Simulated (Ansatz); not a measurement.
The cluster Li2Al2⁻, relaxed as a doublet with UKS PBE-D4/def2-TZVPD in Ansatz, starting from the GFN1-xTB geometry. Force threshold 0.02 eV/Å.

The highest occupied level of the charge -1 doublet lies above zero (up to 0.46 eV). The electron is either unbound and held by the finite basis, or the level is raised by self-interaction error. The structure comes from a short search, and lower isomers may exist.

Start:

```xyz
4

Li    1.416    0.105   -0.823
Li    0.849    0.553    1.355
Al   -0.845    0.927   -0.365
Al   -1.419   -1.585   -0.167
```

Estimate the energy that the relaxation releases and the steps that it takes.

19.1 kcal/mol, in 5 steps; 10 s on 4 threads of Intel Xeon Platinum 8259CL on a shared host. No frequencies were taken in this run, so the end may be a saddle point.

Does the start keep its bonding?

Bonds formed: Li1–Al4, Li2–Al4 (atoms count from 1). Metal–metal contacts that move far: Li1–Li2 2.29 to 3.08 Å. The end is the same structure that another start reached, the lowest one found.

Predict the relaxed structure.


```xyz
4

Li    1.2943   -0.1826   -1.2336
Li    0.5038    0.3358    1.6932
Al   -0.9422    1.1577   -0.4602
Al   -0.8559   -1.3109    0.0006
```
Bond lengths (bridged metal pairs left out): 4 × Al–Li 2.72 Å; 1 × Al–Al 2.51 Å.
